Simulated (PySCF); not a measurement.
BClHI, SMILES ClBI.

The structure is a stationary point at B3LYP-D3(BJ)/def2-TZVP. The def2 effective core potentials stand for the cores of I; spin–orbit coupling is left out.

Computed with TDDFT-M06-2X/def2-SVPD (PySCF).

Vertical excitations. The molecule is in vacuum. State labels are in the subgroup Cs.

```csv
state,symmetry,energy (eV),λ (nm),f,main pairs
S1,A",4.52,275,0.000,HOMO→LUMO 99 %
S2,A",5.18,240,0.000,HOMO−2→LUMO 98 %
S3,A',5.44,228,0.114,HOMO−1→LUMO 95 %
S4,A',6.38,194,0.006,"HOMO→LUMO+1 67 %, HOMO→LUMO+2 12 %, HOMO→LUMO+5 11 %"
S5,A",6.72,184,0.004,"HOMO−1→LUMO+1 64 %, HOMO−1→LUMO+5 14 %, HOMO−1→LUMO+2 11 %"
S6,A',7.21,172,0.071,"HOMO→LUMO+2 56 %, HOMO→LUMO+1 21 %, HOMO→LUMO+5 13 %"
S7,A",7.39,168,0.000,HOMO−4→LUMO 97 %
S8,A',7.60,163,0.110,HOMO−3→LUMO 92 %
S9,A",7.64,162,0.094,"HOMO−1→LUMO+2 58 %, HOMO−1→LUMO+1 23 %, HOMO−1→LUMO+5 11 %"
S10,A",7.95,156,0.000,HOMO→LUMO+4 99 %
T1,A",4.39,282,0,HOMO→LUMO 96 %
T2,A',4.58,271,0,HOMO−1→LUMO 99 %
T3,A",4.96,250,0,HOMO−2→LUMO 95 %
T4,A',5.97,208,0,"HOMO→LUMO+1 58 %, HOMO→LUMO+5 17 %, HOMO→LUMO+2 13 %"
```
Triplets are in the Tamm–Dancoff approximation, which puts them higher than full response would, so one can lie above its singlet here.
